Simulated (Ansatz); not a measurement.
A run of Ansatz (development build ahead of 0.2.0) on doublet BF₃(+) at this shape:

```tsv
atom	x (Å)	y (Å)	z (Å)
B	-0.6118	-0.1507	0.4873
F	0.2379	-0.6735	1.0654
F	1.4013	0.3525	-1.1035
F	-1.3052	0.4509	-0.2344
```

Its results:

```
Converged                       : yes
Total energy                    : -322.40477 hartree
Spin squared of the determinant : 0.753
Stability test                  : minimum
```

Forces (eV/Å):
```
atom      Fx      Fy      Fz
  B1  -0.859   0.815  -1.052
  F2   3.990  -3.013   3.562
  F3   0.033   0.041  -0.085
  F4  -3.164   2.156  -2.425
```

Q: Which input gives this output? Name the method, the orbitals and the basis set, and write the input.

A: UHF in def2-SVP.

```yaml
crystal:
  periodic: [false, false, false]
  atoms:
    - { symbol: B, position_ang: [-0.61183, -0.15071, 0.48732] }
    - { symbol: F, position_ang: [0.2379, -0.67351, 1.06536] }
    - { symbol: F, position_ang: [1.40132, 0.35248, -1.10353] }
    - { symbol: F, position_ang: [-1.30518, 0.45087, -0.23445] }
basis:
  gaussian: { orbitals: def2-SVP }
total_charge: 1
magnetization:
  spin_polarized: true
  initial_magnetization: 1
hamiltonian:
  xc: hf
output:
  forces: true
```
